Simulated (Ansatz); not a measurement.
Reaction (formal exchange of groups at the Si–Te bond): `C#C[SiH2][Te]C` + `C=C(N)N` → `C#C[SiH2]N` + `C=C(N)[Te]C`

Program: Ansatz. Geometries: PBE0-D4/def2-TZVP. ΔE: electronic, gas phase. CCSD(T)/CBS is the MP2 limit (def2-TZVPP, def2-QZVPP) plus CCSD(T) − MP2 in def2-TZVPP, frozen cores. Functionals use def2-TZVPP. B3LYP here is the variant with VWN-RPA as its local correlation; programs differ in this. def2 core potentials past Kr. For Te outer-core shells are correlated without core-valence functions, which leaves a few kJ/mol of doubt a bond. One conformer a species, not always the lowest.

```tsv
level	ΔE (kcal/mol)	difference from CCSD(T)/CBS
PBE0-D4	5.6	4.5
ωB97X-V	3.3	2.2
PBE	4.9	3.8
r2SCAN	3.8	2.7
B3LYP	2.7	1.6
HF/def2-TZVPP	4.2	3.1
MP2/def2-TZVPP	0.3	-0.8
CCSD(T)/def2-TZVPP	0.7	-0.4
SCS-MP2/def2-QZVPP	-0.1	-1.2
HF/CBS(def2)	3.8	2.7
CCSD(T)/CBS	1.1	0
```

Largest T1 diagnostic among the species: 0.012.

In def2-TZVPP, CCSD(T) changes the Hartree–Fock value by −3.4 kcal/mol (the triples alone add −0.5 kcal/mol) and MP2 by −3.9 kcal/mol.
